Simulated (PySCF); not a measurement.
Compound: CH8ClO2Si3 (doublet state).
Z-matrix (Å and degrees, GFN2-xTB geometry), rows numbered from 1:
```
Si
O   1  1.6117
C   2  1.4034  1  130.62
Si  3  1.9034  2  113.38  1   -64.44
O   4  1.6265  3  104.37  2  -174.90
Si  5  1.6196  4  153.29  3   156.80
Cl  6  2.0121  5  108.97  4   -48.36
H   1  1.4537  2   98.83  3  -177.20
H   1  1.4670  2  111.92  3    63.12
H   1  1.4671  2  111.59  3   -57.68
H   3  1.0974  2  109.26  1    59.01
H   3  1.0961  2  106.47  1   173.89
H   4  1.4606  3  111.75  2   -56.80
H   4  1.4621  3  112.93  2    71.30
H   6  1.4537  5  107.17  4    72.10
```

The hyperfine couplings belong to this conformer and change with its torsions.

The species is `O(C[SiH2]O[SiH]Cl)[SiH3]` [radical].

Method: UKS B3LYP, pcH-1 on C Cl H O Si, non-relativistic, mean-field spin-orbit, GIAO (PySCF). The structure is a single GFN2-xTB conformer in the gas phase; no vibrational or solvent corrections. A GFN2-xTB geometry isn't a minimum of the functional, and hyperfine couplings can be far from their values at a DFT geometry, by a factor of two or more for some ions and for spin on atoms past the first row. Stability of the SCF solution: not tested.

Principal values of hyperfine tensors in MHz (contact, dipolar and spin–orbit terms together), for some of the nuclei:

```json
{"atom": "H15", "isotope": "1H", "A1": "190.36", "A2": "196.44", "A3": "204.19"}
{"atom": "O5", "isotope": "17O", "A1": "-79.79", "A2": "-50.66", "A3": "-49.68"}
{"atom": "Cl7", "isotope": "35Cl", "A1": "7.00", "A2": "8.11", "A3": "67.61"}
{"atom": "Si4", "isotope": "29Si", "A1": "-19.97", "A2": "-12.60", "A3": "-12.49"}
{"atom": "H14", "isotope": "1H", "A1": "1.52", "A2": "1.82", "A3": "4.98"}
{"atom": "H13", "isotope": "1H", "A1": "0.86", "A2": "1.23", "A3": "4.20"}
{"atom": "C3", "isotope": "13C", "A1": "-0.94", "A2": "-0.92", "A3": "-0.28"}
{"atom": "H9", "isotope": "1H", "A1": "-0.17", "A2": "-0.16", "A3": "0.63"}
```

**Question.** Split each tensor into its isotropic and traceless parts, and turn a_iso into mT with g = 2.0033.

**Answer.** a_iso = (A1 + A2 + A3)/3, Ti = Ai − a_iso; 1 mT corresponds to 28.038 MHz. The tensors hold a spin–orbit part: the run splits a_iso into a_FC + a_SO, and T includes its anisotropic share.

```csv
atom,a_iso (MHz),a_FC,a_SO,a_iso (mT),T1,T2,T3
H15,197.00,196.99,0.01,7.026,-6.63,-0.56,7.19
O5,-60.04,-59.91,-0.13,-2.142,-19.75,9.39,10.36
Cl7,27.57,27.27,0.30,0.983,-20.57,-19.46,40.04
Si4,-15.02,-15.05,0.03,-0.536,-4.95,2.42,2.53
H14,2.78,2.77,0.00,0.099,-1.26,-0.95,2.21
H13,2.10,2.09,0.00,0.075,-1.24,-0.86,2.11
C3,-0.71,-0.71,0.00,-0.025,-0.23,-0.21,0.44
H9,0.10,0.10,0.00,0.004,-0.27,-0.26,0.53
```

**Question.** What spin density at the nucleus of Si4 lies behind its contact coupling (g_N = -1.11058)?

**Answer.** a_FC = 800.24 MHz bohr³ × g_N × ρ(0)/(2S). With a_FC = -15.05 MHz and 2S = 1, ρ(0) = 0.01694 bohr⁻³. The nuclear moment is negative, so coupling and spin density have opposite signs.

**Question.** Si6 (29Si, g_N = -1.11058) isn't in the table. Its spin density at the nucleus is 0.9388 bohr⁻³. What is its contact coupling?

**Answer.** By the same relation, a_FC = -834.3 MHz. The spin–orbit term adds +0.85 MHz. Its full tensor has the principal values -976.75, -763.21, -760.52 MHz.

**Question.** Which nucleus of the table has the largest anisotropic coupling, and what is its form?

**Answer.** Cl7: -20.6, -19.5, 40.0 MHz (the dipolar term alone has -20.7, -19.7, 40.4), nearly axial, close to the ratio −1:−1:+2.

**Question.** What first-order splitting does O5 cause when the field lies along A1, A2 or A3 of its tensor (g taken as isotropic, no quadrupole term)?

**Answer.** 6 lines (I = 5/2), spaced by |A_i|/(g × 13.996): 2.85, 1.81, 1.77 mT along the axes of A1, A2 and A3.

The run took 2.3 min of wall time (with the writing of density and orbital grids) on one thread of an Arm Neoverse V2, no GPU, shared host, and the process peaked at 1.0 GiB of memory.
